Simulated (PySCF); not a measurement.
Species: C7H9F3O.
Atom-mapped SMILES: `[CH2:1]=[CH:2][C@@H:3]1[O:4][CH2:5][CH2:6][C@@H:7]1[C:8]([F:9])([F:10])[F:11]` (hydrogens: H12, H13 on C1; H14 on C2; H15 on C3; H16, H17 on C5; H18, H19 on C6; H20 on C7)

Computed by this run: PySCF 2.14.0, PBE0-D3(BJ)/def2-SVP geometry optimisation, gas phase; density fitting, grid level 1; the optimiser is geomeTRIC in internal coordinates, started from a GFN2-xTB structure.

Step 0: E = -17571.6474 eV
```
atom  x, y, z in Å  |  force x, y, z in eV/Å
C1      2.6299   -0.4673   -0.4231    0.189  -0.057  -0.092
C2      1.3579   -0.7570   -0.2296   -0.429   0.042   0.775
C3      0.5204   -0.1309    0.8520   -0.248  -0.058  -0.208
O4     -0.2169   -1.0857    1.5870   -0.031   0.180  -0.261
C5     -1.4232   -1.3676    0.8995    0.296   0.317   0.107
C6     -1.7168   -0.1736   -0.0311    0.401  -0.105   0.385
C7     -0.5792    0.8046    0.2861    0.211  -0.286  -0.393
C8     -0.1484    1.6393   -0.9013    0.018   0.631  -0.338
F9     -1.0841    2.5536   -1.2160   -0.040  -0.213   0.190
F10     0.9777    2.3259   -0.6551   -0.115  -0.168   0.188
F11     0.0676    0.9357   -2.0203   -0.117  -0.108   0.232
H12     3.1451    0.2574    0.1856    0.270   0.419   0.395
H13     3.2032   -0.9317   -1.2062    0.324  -0.277  -0.482
H14     0.8522   -1.4845   -0.8481   -0.193  -0.373  -0.383
H15     1.1672    0.3911    1.5638    0.125   0.150   0.077
H16    -1.3268   -2.2994    0.3292   -0.053  -0.234  -0.134
H17    -2.1958   -1.5055    1.6597   -0.240  -0.102   0.130
H18    -1.6772   -0.4770   -1.0771   -0.025  -0.050  -0.312
H19    -2.6925    0.2659    0.1631   -0.327   0.156  -0.005
H20    -0.8817    1.5082    1.0678   -0.017   0.136   0.129
```

Step 1: E = -17571.7134 eV
```
atom  x, y, z in Å  |  force x, y, z in eV/Å
C1      2.6896   -0.5727   -0.3875    0.097   0.034   0.016
C2      1.3888   -0.7987   -0.2238   -0.113  -0.013  -0.109
C3      0.5396   -0.1103    0.8038    0.030   0.044   0.090
O4     -0.1968   -1.0398    1.5697    0.019  -0.001   0.025
C5     -1.4036   -1.3455    0.9049   -0.047  -0.028   0.003
C6     -1.7000   -0.1806   -0.0541   -0.040   0.059   0.002
C7     -0.5725    0.8071    0.2512   -0.032   0.061  -0.096
C8     -0.2250    1.7204   -0.9032   -0.121  -0.224   0.330
F9     -1.2442    2.5581   -1.1379    0.059   0.066  -0.088
F10     0.8526    2.4585   -0.6245    0.026   0.021  -0.097
F11     0.0099    1.0572   -2.0371    0.061   0.054  -0.046
H12     3.2223    0.1542    0.2357   -0.009  -0.015  -0.015
H13     3.2740   -1.0951   -1.1498   -0.015   0.004   0.016
H14     0.8802   -1.5327   -0.8619    0.016   0.034   0.010
H15     1.1928    0.4415    1.4988   -0.021  -0.001  -0.042
H16    -1.3212   -2.3020    0.3550   -0.003   0.023   0.021
H17    -2.1867   -1.4715    1.6695    0.031  -0.005  -0.007
H18    -1.6576   -0.4983   -1.1067    0.013  -0.008   0.023
H19    -2.6892    0.2668    0.1168    0.023  -0.019  -0.030
H20    -0.8746    1.4851    1.0668    0.027  -0.085  -0.007
```

Task: Estimate the geometry and energy of step 2. (The exact step hangs on the optimiser's Hessian estimate; all steps are aligned on step 1, rigid shifts and turns removed.)

Result: E = -17571.7184 eV, largest force 0.123 eV/Å
```
atom  x, y, z in Å  |  force x, y, z in eV/Å
C1      2.6772   -0.5497   -0.3941    0.017  -0.046  -0.025
C2      1.3767   -0.7890   -0.2377    0.047   0.016   0.045
C3      0.5348   -0.1134    0.8052   -0.024  -0.040   0.020
O4     -0.1986   -1.0445    1.5727    0.030   0.011  -0.001
C5     -1.4098   -1.3473    0.9135   -0.005  -0.012  -0.006
C6     -1.7056   -0.1840   -0.0496    0.004   0.017   0.011
C7     -0.5764    0.8012    0.2550   -0.069   0.075  -0.068
C8     -0.2098    1.7040   -0.8965   -0.003   0.030   0.004
F9     -1.2054    2.5615   -1.1603   -0.022  -0.007   0.024
F10     0.8770    2.4301   -0.6207    0.053   0.031   0.068
F11     0.0372    1.0379   -2.0266   -0.032  -0.077  -0.056
H12     3.2039    0.1713    0.2399   -0.012  -0.006   0.003
H13     3.2666   -1.0578   -1.1613    0.002   0.005  -0.009
H14     0.8703   -1.5149   -0.8850    0.011   0.017   0.000
H15     1.1904    0.4386    1.4958    0.003   0.000  -0.017
H16    -1.3306   -2.3045    0.3663   -0.008   0.001   0.002
H17    -2.1887   -1.4717    1.6815    0.004   0.009   0.006
H18    -1.6607   -0.5069   -1.0998    0.014  -0.007   0.001
H19    -2.6942    0.2646    0.1157   -0.003  -0.006  -0.012
H20    -0.8759    1.4761    1.0715   -0.005  -0.012   0.011
```

The energy changes by -0.0050 eV. The first-order estimate −F·Δx gives -0.0115 eV and the mean of the old and new forces, exact on a quadratic surface, -0.0045 eV. The step makes an angle of 78° with the force vector and moves no atom by more than 0.045 Å.

The cost below is that of the whole optimisation. Hardware: an Arm Neoverse V2 with one thread, no GPU, shared host with 192 logical CPUs at a one-minute load of 123. Cost: 3.3 min wall, 0.87 GiB resident at most.
